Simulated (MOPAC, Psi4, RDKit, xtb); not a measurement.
Two geometries of CH2F4Si, SMILES F[SiH2]C(F)(F)F, relaxed at B3LYP-D3(BJ)/def2-SVP with one dihedral held; other torsions can differ between them too.

Structure A

```
8

F      1.2806     1.5544    -0.6414
Si     0.9613     0.0730    -0.0623
C     -0.9657    -0.1204     0.0256
F     -1.4558    -0.8180    -1.0185
F     -1.6059     1.0588     0.0707
F     -1.2999    -0.8083     1.1418
H      1.4922    -0.0191     1.3175
H      1.5003    -0.9623    -0.9741
```

Structure B

```
8

F      1.3271     1.5488    -0.6688
Si     0.9705     0.0912    -0.0558
C     -0.9503    -0.0578     0.0344
F     -1.5540     0.2693    -1.1222
F     -1.4787     0.7228     0.9974
F     -1.2818    -1.3366     0.3243
H      1.5043    -0.0292     1.3194
H      1.4663    -0.9584    -0.9742
```

### Question
Which is lower in energy at the level DF-MP2 (frozen core)/cc-pVTZ // B3LYP-D3(BJ)/def2-SVP in Psi4 1.11, and by how much?

### Answer
B is lower, by 1.15 kcal/mol (dihedral F1–Si2–C3–F4: 100° in A, 50° in B).

E(B) − E(A) in kcal/mol at the other levels, on the same two geometries: MMFF94 // B3LYP-D3(BJ)/def2-SVP (RDKit) -1.27; PBE0/def2-TZVP // B3LYP-D3(BJ)/def2-SVP (Psi4) -0.96; PBE0-D3(BJ)/def2-TZVP // B3LYP-D3(BJ)/def2-SVP (Psi4) -0.97; PBE/def2-TZVP // B3LYP-D3(BJ)/def2-SVP (Psi4) -0.92; PBE-D3(BJ)/def2-TZVP // B3LYP-D3(BJ)/def2-SVP (Psi4) -0.93; HF/cc-pVTZ // B3LYP-D3(BJ)/def2-SVP (Psi4) -1.10; UFF // B3LYP-D3(BJ)/def2-SVP (RDKit) -1.48; PM6, restricted, heats of formation // B3LYP-D3(BJ)/def2-SVP (MOPAC) -0.28; PM7, restricted, heats of formation // B3LYP-D3(BJ)/def2-SVP (MOPAC) -0.52; GFN1-xTB // B3LYP-D3(BJ)/def2-SVP (xtb) -0.43.

MMFF94 has few fitted parameters for silicon.
